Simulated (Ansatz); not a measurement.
Reaction (cleavage of the B–Si bond): `CB[SiH](C)F` + `[SH][GeH3]` → `CB[S][GeH3]` + `C[SiH2]F`

Program: Ansatz. Geometries: PBE0-D4/def2-TZVP. ΔE: electronic, gas phase. CCSD(T)/CBS is the MP2 limit (def2-TZVPP, def2-QZVPP) plus CCSD(T) − MP2 in def2-TZVPP, frozen cores. Functionals use def2-TZVPP. For Ge outer-core shells are correlated without core-valence functions, which leaves a few kJ/mol of doubt a bond. Scalar relativity is left out up to krypton. One conformer a species, not always the lowest.

```json
{"level": "r2SCAN-D4", "ΔE (kJ/mol)": "-125.1"}
{"level": "B2PLYP", "ΔE (kJ/mol)": "-126.2"}
{"level": "CCSD(T)/def2-TZVPP", "ΔE (kJ/mol)": "-125.5"}
{"level": "HF/CBS(def2)", "ΔE (kJ/mol)": "-119.5"}
```

**Question.** What does CCSD(T)/CBS give? (An estimate is asked.)

**Answer.** The calculation gave: -124.9 kJ/mol. The listed levels differ from it by -0.2, -1.3, -0.6, 5.4 kJ/mol.

Largest T1 diagnostic among the species: 0.013.

In def2-TZVPP, CCSD(T) changes the Hartree–Fock value by −5.3 kJ/mol (the triples alone add −3.1 kJ/mol) and MP2 by −15.4 kJ/mol.
